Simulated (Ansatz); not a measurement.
`O[SiH2][SiH2][SnH3]` + NH₃ → `[NH2][SnH3]` + `O[SiH2][SiH3]` at 500 K and 1 bar (cleavage of the Sn–Si bond).

Isolated molecules relaxed with PBE0-D4/def2-TZVP in Ansatz; ΔE leaves out vibrations. CBS: MP2 limit from def2 TZ/QZ plus the TZ coupled-cluster correction, frozen cores. This one scheme is used for every species. def2 core potentials past Kr. For Sn outer-core shells are correlated without core-valence functions, which leaves a few kJ/mol of doubt a bond. Each species was taken in one conformer, which may not be the lowest.

```
              species  CCSD(T)/CBS energy (Eh)  H − E (kJ/mol)  S (J/(mol·K))
`O[SiH2][SiH2][SnH3]`               -872.19303           240.6          491.3
                  NH₃                -56.50880           108.2          211.8
        `[NH2][SnH3]`               -271.71442           151.0          334.3
      `O[SiH2][SiH3]`               -656.96789           187.7          379.8
```

H − E and S are ideal-gas, rigid-rotor, harmonic terms from PBE0-D4/def2-TZVP, for one conformer and one mirror image of each species. 1 Eh = 2625.50 kJ/mol, R = 8.31446 J/(mol·K).

Q: By hand: ΔE, ΔH, ΔS and ΔG.

A: ΔE = (-271.71442) + (-656.96789) − (-872.19303) − (-56.50880) = 0.01952 Eh = 51.2 kJ/mol. Δ(H − E) = 151.0 + 187.7 − 240.6 − 108.2 = -10.1, so ΔH = 41.1 kJ/mol. ΔS = 334.3 + 379.8 − 491.3 − 211.8 = 11.0 J/(mol·K). ΔG = 41.1 − 500 × (11.0)/1000 = 35.6 kJ/mol.

Q: By hand: the equilibrium constant, and the temperature at which ΔG would vanish if ΔH and ΔS stayed fixed.

A: log₁₀ K = −ΔG/(RT ln 10) = -3.7. ΔG = 0 at ΔH/ΔS = 3736 K, far beyond where these terms or the molecules hold.

The number of gas molecules stays the same, so ΔS is small and ΔH decides. A doubt of 5 kJ/mol in ΔE shifts log₁₀ K by 0.5 here. Other conformers and mirror images would add mixing entropy, several J/(mol·K) or more a flexible species. Modes under 60 cm⁻¹, often nearly free rotors, make the harmonic entropy too high. These are equilibria of isolated gas molecules and say nothing of rates. Largest T1 diagnostic: 0.013 (customary marks: 0.02 for closed shells, 0.045 for open ones).
